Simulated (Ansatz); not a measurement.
Species: sum formula H8Si3NO, charge 0, multiplicity 2. It need not be the lowest isomer of its formula. 
Geometry from a B3LYP-D3(BJ)/def2-TZVP (Ansatz, a first-principles code) optimisation:
```xyz
13

Si    -0.0139    -0.5898    -1.3471
N     -1.4777    -0.3168    -0.5129
Si    -2.1068     0.2665     0.9771
O      1.3649    -0.3327    -0.5034
Si     2.0847     0.5237     0.6953
H     -0.0180    -2.0084    -1.7635
H     -0.0425     0.3232    -2.5133
H     -2.3960     1.7054     0.7400
H     -3.3620    -0.4430     1.3127
H     -1.1660     0.1487     2.1201
H      1.2792     1.7265     1.0160
H      3.4308     0.9380     0.2452
H      2.2023    -0.3173     1.9068
```
Charge 0, spin multiplicity 2.

Basis-set convergence of Hartree-Fock and CCSD(T) correlation energies (hartree) with Ansatz. Cores are frozen in the correlated levels unless marked. Open shells are spin-unrestricted. No spin-orbit coupling. No relativistic terms.

| basis | functions | E(HF) | E(corr, CCSD(T)) |
|---|---|---|---|
| cc-pV(D+d)Z | 137 | -1000.86939 | -0.70271 |
| cc-pV(T+d)Z | 289 | -1000.96852 | -0.86914 |
| cc-pV(Q+d)Z | 542 | -1000.99143 | -0.92450 |

Extrapolating the two largest sets (X = 3 and 4) as X^-3: E(corr) = (64·(-0.92450) - 27·(-0.86914))/37 = -0.9649 Eh, an estimate of the basis-set limit. The largest set recovers 95.8 % of it, the smallest 72.8 %.
